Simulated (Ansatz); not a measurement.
System: C₂H₉P₂Si, charge 0, multiplicity 2. It need not be the lowest isomer of its formula. 
Structure (B3LYP-D3(BJ)/def2-TZVP (Ansatz, a first-principles code) minimum search):
```xyz
14

C     -1.2088    -0.5943    -1.6373
Si     0.0851    -0.1276    -0.3591
C      1.7819     0.0329    -1.1510
P      0.0382    -1.6102     1.3328
P     -0.4819     1.9278     0.4519
H     -1.2587     0.1556    -2.4296
H     -2.1988    -0.6767    -1.1852
H     -0.9674    -1.5563    -2.0943
H      2.0994    -0.9213    -1.5760
H      2.5307     0.3431    -0.4208
H      1.7590     0.7737    -1.9537
H      1.2441    -1.0920     1.8859
H     -1.5925     1.4729     1.2077
H      0.4112     1.8908     1.5533
```
Charge 0, spin multiplicity 2.

Computed values are from Ansatz. Cores are frozen in the correlated levels unless marked. Open shells are spin-unrestricted. No spin-orbit coupling. No relativistic terms. CBS marks a two-point X^-3 extrapolation of the correlation energy; Hartree-Fock from the larger set.

What is the dipole moment at CCSD(T)/aug-cc-pV(D+d)Z?

1.10 D.

What is the T1 diagnostic at CCSD/cc-pV(Q+d)Z?

0.015.

What is the total energy at CCSD(T)/CBS(cc-pV(T+d)Z,cc-pV(Q+d)Z)?

-1052.4583 Eh.

What is the atomisation energy De at CCSD(T)/CBS(cc-pV(T+d)Z,cc-pV(Q+d)Z)?

4666.4 kJ/mol.
